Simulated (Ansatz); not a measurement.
System: MgF₂, net charge 0, singlet state. 
Coordinates optimised at B3LYP-D3(BJ)/def2-TZVP (Ansatz, an electronic-structure program):
SMILES: [F][Mg][F]
```xyz
3

Mg     0.0000     0.0000     0.0000
F      0.0000     0.0000     1.7511
F      0.0000     0.0000    -1.7511
```
Charge 0, spin multiplicity 1.

Wanted: vertical electron affinity (to the doublet state of charge -1; a negative value means that the extra electron is unbound and the number depends on the basis; each state is the SCF solution reached for its spin), in eV. Valence correlation only, unless marked. Open shells are spin-unrestricted. No spin-orbit coupling. Non-relativistic. Anions need diffuse functions: def2-D sets add few. CBS marks a two-point X^-3 extrapolation of the correlation energy; Hartree-Fock from the larger set.

```tsv
level	program	vertical electron affinity (eV)
SVWN5/def2-TZVPD	Ansatz	0.56
PBE/def2-TZVPD	Ansatz	0.42
r2SCAN/def2-TZVPD	Ansatz	0.33
B3LYP/def2-TZVPD	Ansatz	0.42
PBE0/def2-TZVPD	Ansatz	0.34
BHLYP/def2-TZVPD	Ansatz	0.23
CAM-B3LYP/def2-TZVPD	Ansatz	0.36
wB97M-V/def2-TZVPD	Ansatz	0.14
wB97X-V/def2-TZVPD	Ansatz	0.10
wB97X/def2-TZVPD	Ansatz	-0.04
CCSD/def2-SVPD	Ansatz	0.03
CCSD/def2-TZVPPD	Ansatz	0.07
CCSD/def2-QZVPPD	Ansatz	0.12
CCSD/CBS(def2-TZVPPD,def2-QZVPPD)	Ansatz	0.12
CCSD(T)/def2-SVPD	Ansatz	0.08
CCSD(T)/def2-TZVPPD	Ansatz	0.12
CCSD(T)/def2-QZVPPD	Ansatz	0.17
CCSD(T)/CBS(def2-TZVPPD,def2-QZVPPD)	Ansatz	0.17
```
